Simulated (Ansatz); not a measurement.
**Match the barriers**

Saddle point of GaH₃O, singlet (GaH₃O ([OH][GaH2]) → GaHO ([O][GaH]) + H₂; bonds formed: H2–H4; bonds broken: Ga1–H2, O3–H4), PBE0-D4/def2-TZVP structure:

```xyz
5
angstrom
Ga 0.1661 0.2087 0.6463
H -0.8329 -0.0403 -1.0534
O 1.2152 -0.7699 -0.2647
H 0.0096 -0.4711 -1.0132
H -0.5579 1.0726 1.6850
```

Ansatz 0.2.0; basis: def2-TZVPP, with def2-QZVPP for the basis limit; cores frozen in the correlated methods. Filled d shells of the heavier atoms are correlated. The def2 sets are not built for correlating such inner shells, so the correlated values are less sure here. Extrapolation: Hartree–Fock as exp(−7.88 √X), correlation as X^−2.97. Four methods, as single points on the PBE0-D4 structures, gave these electronic barriers from the start structure: 2.614, 2.847, 3.342, 3.900 eV.

(1) The methods were, in alphabetical order, BHLYP-D4, HF, PBE-D4, r2SCAN-D4. Which gave which? (A judgement: the text doesn't fix the answer.)

The T1 diagnostic stays at or below 0.027. The T1 diagnostic is large here, which may signal multireference character or strong orbital relaxation, so CCSD(T) is less sure.

Answers

(1) By the calculation: PBE-D4 2.614; r2SCAN-D4 2.847; BHLYP-D4 3.342; HF 3.900 eV. For comparison, CCSD(T) at an estimated basis limit (MP2 extrapolated from triple and quadruple zeta, plus CCSD(T) − MP2 in triple zeta) gives 3.038 eV.

Labels in which every atom is bracketed show which atoms are joined, not bond orders.

For scale, one of the runs: CCSD(T)/def2-TZVPP, 121 basis functions, launched by `ansatz run in.yaml --threads 2 --pin off --events-out ev --progress --plain --max-ram 4352MiB`. Hardware: 2 CPU threads, shared host. Wall time about 9 s.
